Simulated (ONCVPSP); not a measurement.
**Configuration tests for Ag (ONCV)**

- Element: Ag
- Generator: ONCVPSP 4.0.1
- Type: optimised norm-conserving Vanderbilt (ONCV)
- Functional: PBE
- Relativity: scalar-relativistic
- Frozen core: [Ar] 3d10
- Valence charge: 19
- Reference configuration: 4s2 4p6 4d9 5s2
- Partial waves: 4s+5s: rc 1.70 bohr, ncon 4, nbas 7, qcut 8.1 1/bohr, 2 projectors; 4p: rc 1.35 bohr, ncon 4, nbas 7, qcut 9.7 1/bohr, 1 projector; 4d: rc 1.70 bohr, ncon 4, nbas 9, qcut 7.9 1/bohr, 2 projectors, debl 0.6 Ha
- Local potential: polynomial inside 1.20 bohr (lpopt 2, dvloc0 0 Ha)
- Core correction: none

Energies are relative to the spin-unpolarised reference configuration 4s2 4p6 4d9 5s2; without spin polarisation the order of configurations can differ from experiment.

| valence configuration | charge | ΔE all-electron (eV) | error AE − PS (meV) |
| --- | --- | --- | --- |
| 4s2 4p6 4d9 5s0 | +2 | 25.795 | -6.3 |
| 4s2 4p5 4d10 5s1 | +1 | 61.169 | -104 |

(1) What are ΔE and the potential's error for 4s2 4p6 4d10 5s1?

(2) What are ΔE and the potential's error for 4s2 4p6 4d10 5s0?

Levels in the configuration 4s2 4p6 4d10 5s0:

```json
{"level": "4s", "all-electron (eV)": "-103.277", "pseudo (eV)": "-103.335"}
{"level": "4p", "all-electron (eV)": "-66.824", "pseudo (eV)": "-66.855"}
{"level": "4d", "all-electron (eV)": "-15.639", "pseudo (eV)": "-15.644"}
```

Results:

(1) ΔE = -4.077 eV all-electron; the error (AE − PS) is +1.7 meV.

(2) ΔE = 3.681 eV all-electron; the error (AE − PS) is +1.7 meV.
